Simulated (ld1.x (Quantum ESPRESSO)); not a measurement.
# aluminium: one change to a PAW potential, before and after

ld1.x (Quantum ESPRESSO) 7.5 input, shortened:

```
&input
   title='Al', zed=13., rel=0, dft='BLYP', iswitch=3,
   config='[Ne] 3s2 3p0 3d-2'
 /
 &inputp
   pseudotype=3, lpaw=.true., tm=.true., lloc=-1, rcloc=1.70,
   nlcc=.true., new_core_ps=.true., rcore=1.65,
   which_augfun='PSQ', rmatch_augfun_nc=.true.
 /
6
3S  1  0   2.00   0.00  1.60  2.05  0.0
3S  1  0   0.00  -0.65  1.60  2.05  0.0
3P  2  1   0.00   0.00  1.85  2.35  0.0
3P  2  1   0.00   1.90  1.85  2.35  0.0
3D  3  2  -2.00  -0.15  1.50  1.95  0.0
3D  3  2  -2.00   0.35  1.50  1.95  0.0
 &test
   configts(1)='3s2 3p0'
 /
```

Change: all radii but the core radius scaled by about 0.85 (s 1.74, p 2.00, d 1.66 bohr, rcut 1.36/1.58/1.28); local potential all-electron potential smoothed inside 1.44 bohr (lloc = -1).

Cutoffs: the cutoffs (Ry, on a coarse ladder) from which the occupation-weighted sum of valence levels, in a spherical-Bessel basis at the reference potential, stays within 10 and 1 mRy of its value at 400 Ry; they do not see the model core or the augmentation charge, which bear on the density cutoff. Errors are all-electron minus pseudo energies relative to the spin-unpolarised reference configuration.

Problem. Predict the effect on cutoff, ghosts and configuration errors.

Solution. The potential gets harder (6 Ry and 10 Ry → 10 Ry and 15 Ry); of the 7 tests that both files solve, the error grows in 1 and shrinks in 0 by more than 15 % and 0.3 meV (median size 0.9 → 0.8 meV); neither file shows a bound ghost. A smaller radius makes the pseudo-wave follow the all-electron one further in, where it bends more sharply, so more plane waves are needed.

| quantity | base | changed |
| --- | --- | --- |
| cutoff, loose | 6 Ry | 10 Ry |
| cutoff, tight | 10 Ry | 15 Ry |
| bound ghosts | none | none |
| error for 3s2 3p1, meV [ΔE -5.64 eV] | -0.9 | -0.8 |
| error for 3s1 3p0, meV [ΔE 19.18 eV] | -14 | -14 |
| error for 3s2 3p0.5, meV [ΔE -3.62 eV] | -0.4 | -0.4 |
| error for 3s0 3p3, meV [ΔE 4.88 eV] | -1.3 | -1.7 |
| error for 3s1 3p2, meV [ΔE -0.48 eV] | -0.1 | -0.2 |
| error for 3s2 3p1.3, meV [ΔE -6.17 eV] | -0.9 | -0.8 |
| error for 3s1 3p1, meV [ΔE 5.80 eV] | -1.1 | -1.1 |
| lowest overlap eigenvalue by channel | s 0.43, p 0.70, d 0.96 | s 0.51, p 0.72, d 0.95 |
